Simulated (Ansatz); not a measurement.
Geometry optimisation, RKS PBE0/STO-3G in Ansatz 0.2.0.

Input file:

```yaml
crystal:
  periodic: [false, false, false]
  atoms:
    - { symbol: F, position_ang: [0.205, -0.4827, 1.8901] }
    - { symbol: C, position_ang: [0.5916, -0.211, 0.5867] }
    - { symbol: Cl, position_ang: [2.3021, -0.4398, 0.272] }
    - { symbol: C, position_ang: [-0.2474, -0.7658, -0.4902] }
    - { symbol: Al, position_ang: [-0.3137, 1.2134, -0.4568] }
    - { symbol: Cl, position_ang: [-1.4762, 3.1174, -0.4135] }
    - { symbol: H, position_ang: [0.2295, -1.2399, -1.3434] }
    - { symbol: H, position_ang: [-1.1987, -1.2487, -0.1007] }
basis:
  gaussian: { orbitals: STO-3G }
hamiltonian:
  xc: pbe0
relax:
  f_tol: 0.02
  max_steps: 40
scf:
  lower_state_search: "off"
```

Command:

```bash
$ ansatz run input.yaml --threads 1 --pin off --max-ram 2048MiB --backend cpu --events-out ev --progress --plain --runs-dir out
```

Problem. Where does it end, and by what steps?

Solution. It converged. Limits of this set-up: minimal basis. After 36 steps the energy has fallen by 4.473 eV; Cl3 moved furthest, 2.70 Å. Parted: C2–Cl3, C4–Al5. Joined: Cl3–Al5.

```json
{"step": "0", "energy less start (eV)": "0.0000", "largest force component (eV/Å)": "5.069", "accepted": "yes"}
{"step": "2", "energy less start (eV)": "-1.3011", "largest force component (eV/Å)": "1.179", "accepted": "yes"}
{"step": "4", "energy less start (eV)": "-1.3686", "largest force component (eV/Å)": "0.253", "accepted": "yes"}
{"step": "6", "energy less start (eV)": "-1.3929", "largest force component (eV/Å)": "0.150", "accepted": "yes"}
{"step": "8", "energy less start (eV)": "-1.4203", "largest force component (eV/Å)": "0.416", "accepted": "yes"}
{"step": "10", "energy less start (eV)": "-1.6036", "largest force component (eV/Å)": "0.888", "accepted": "yes"}
{"step": "12", "energy less start (eV)": "-1.9210", "largest force component (eV/Å)": "1.403", "accepted": "yes"}
{"step": "14", "energy less start (eV)": "-2.4262", "largest force component (eV/Å)": "1.113", "accepted": "yes"}
{"step": "16", "energy less start (eV)": "-2.8784", "largest force component (eV/Å)": "2.575", "accepted": "yes"}
{"step": "18", "energy less start (eV)": "-3.3510", "largest force component (eV/Å)": "2.002", "accepted": "yes"}
{"step": "20", "energy less start (eV)": "-3.6950", "largest force component (eV/Å)": "1.460", "accepted": "yes"}
{"step": "22", "energy less start (eV)": "-4.1152", "largest force component (eV/Å)": "1.273", "accepted": "yes"}
{"step": "24", "energy less start (eV)": "-4.3702", "largest force component (eV/Å)": "0.752", "accepted": "yes"}
{"step": "26", "energy less start (eV)": "-4.4122", "largest force component (eV/Å)": "1.235", "accepted": "yes"}
{"step": "28", "energy less start (eV)": "-4.4524", "largest force component (eV/Å)": "0.207", "accepted": "yes"}
{"step": "30", "energy less start (eV)": "-4.4658", "largest force component (eV/Å)": "0.229", "accepted": "yes"}
{"step": "32", "energy less start (eV)": "-4.4709", "largest force component (eV/Å)": "0.035", "accepted": "yes"}
{"step": "34", "energy less start (eV)": "-4.4728", "largest force component (eV/Å)": "0.037", "accepted": "yes"}
{"step": "36", "energy less start (eV)": "-4.4731", "largest force component (eV/Å)": "0.011", "accepted": "yes"}
```

```xyz
8
Properties=species:S:1:pos:R:3
F 1.156 -1.328 1.054
C 0.269 -0.587 0.316
Cl 2.303 2.231 0.661
C -0.850 -1.164 -0.167
Al 0.617 1.252 -0.027
Cl -0.745 2.343 -1.139
H -1.090 -2.218 0.004
H -1.567 -0.587 -0.758
```

Whether the end is a true minimum wasn't checked by a vibrational analysis.

The run took 3.4 min on 1 thread of Intel(R) Xeon(R) Processor @ 2.50GHz (Skylake/Cascade Lake), with other jobs on the host, peak memory 0.15 GiB.
